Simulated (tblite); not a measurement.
Start geometry of `NP1Cc2ccccc2C1` from a force field or distance geometry (Å):
```
atom  x, y, z in Å
N1     2.708    0.103    1.411
P2     2.273    0.437   -0.292
C3     1.243   -0.952   -1.027
C4    -0.100   -0.529   -0.536
C5    -1.193   -1.418   -0.373
C6    -2.418   -1.025    0.085
C7    -2.582    0.295    0.427
C8    -1.523    1.153    0.294
C9    -0.258    0.744   -0.193
C10    0.883    1.665   -0.351
H11    3.712   -0.201    1.433
H12    2.082   -0.599    1.877
H13    1.549   -1.936   -0.656
H14    1.245   -0.911   -2.127
H15   -1.078   -2.451   -0.645
H16   -3.206   -1.762    0.184
H17   -3.532    0.663    0.812
H18   -1.694    2.179    0.569
H19    0.927    2.138   -1.360
H20    0.956    2.418    0.462
```

Task: What comes out of this run: GFN2-xTB geometry optimisation, gas phase (tblite 0.8.0)?

Result: 
```
atom  x, y, z in Å
N1     2.4599    0.1396    1.2653
P2     2.4206    0.4478   -0.4047
C3     1.2833   -0.9146   -1.0390
C4    -0.0793   -0.5834   -0.5163
C5    -1.1207   -1.4826   -0.3691
C6    -2.3350   -1.0444    0.1355
C7    -2.5050    0.2827    0.4921
C8    -1.4628    1.1853    0.3479
C9    -0.2494    0.7520   -0.1563
C10    0.9610    1.6099   -0.3592
H11    3.2668   -0.3930    1.5604
H12    1.6098   -0.2595    1.6518
H13    1.6356   -1.9014   -0.7279
H14    1.2921   -0.8897   -2.1321
H15   -0.9852   -2.5191   -0.6445
H16   -3.1497   -1.7435    0.2548
H17   -3.4524    0.6162    0.8897
H18   -1.5926    2.2193    0.6329
H19    0.8995    2.1393   -1.3149
H20    1.0982    2.3498    0.4305
```

The energy falls by 0.872 eV over 86 L-BFGS steps, the largest force on an atom goes from 3.85 to 0.008 eV/Å, and the atoms move by 0.213 Å rms after alignment. The bond that changes most is N1–P2 (ends: nitrogen bonded to P and 2 H; three-coordinate phosphorus), which shortens by 0.090 Å. Bonds longer at the end by more than 0.005 Å: 9 of 21; shorter: 9. Among the angles that change most is N1–P2–C10, from 109.6° to 96.1°. Among the dihedrals that turn most is H12–N1–P2–C10, from 82° to 59°. Rotational constants go from 2496, 845.6, 748.1 to 2538, 873.1, 761.3 MHz. The orientation of the end geometry is arbitrary; only internal coordinates are fixed.

Hardware: one thread, Arm Neoverse N1 (aarch64) (shared host). Cost: 1.2 s of wall time.

Its GFN2-xTB frequencies are all real (lowest 70 cm⁻¹). One conformer, not necessarily the lowest.

All values are computed, not measured.
